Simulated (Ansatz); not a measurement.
Consider the redistribution: `C[O][GeH]([NH2])[Cl]` + `C=[CH][Sn]([F])([F])[F]` → `C=[CH][GeH]([NH2])[Cl]` + `C[O][Sn]([F])([F])[F]`.

Isolated molecules relaxed with PBE0-D4/def2-TZVP in Ansatz; ΔE leaves out vibrations. CBS: MP2 limit from def2 TZ/QZ plus the TZ coupled-cluster correction, frozen cores. Functionals use def2-TZVPP. B3LYP here is the variant with VWN-RPA as its local correlation; programs differ in this. def2 core potentials past Kr. For Ge, Sn outer-core shells are correlated without core-valence functions, which leaves a few kJ/mol of doubt a bond. Scalar relativity is left out up to krypton. Each species was taken in one conformer, which may not be the lowest.

| level | ΔE (kcal/mol) | difference from CCSD(T)/CBS |
| --- | --- | --- |
| r2SCAN-D4 | 7.4 | 0.6 |
| PBE0-D4 | 7.6 | 0.8 |
| ωB97X-V | 7.8 | 1.0 |
| ωB97M-V | 8.0 | 1.2 |
| B3LYP | 8.0 | 1.2 |
| HF/def2-TZVPP | 9.0 | 2.2 |
| MP2/def2-TZVPP | 7.7 | 0.9 |
| SCS-MP2/def2-TZVPP | 7.8 | 1.0 |
| CCSD(T)/def2-TZVPP | 7.8 | 1.0 |
| HF/CBS(def2) | 8.7 | 1.9 |
| CCSD(T)/CBS | 6.8 | 0 |

Largest T1 diagnostic among the species: 0.015.

In def2-TZVPP, CCSD(T) changes the Hartree–Fock value by −1.2 kcal/mol (the triples alone add −0.4 kcal/mol) and MP2 by −1.3 kcal/mol. From PBE to PBE0 (25 % exact exchange), in def2-TZVPP and without D4, ΔE moves by +0.8 kcal/mol.
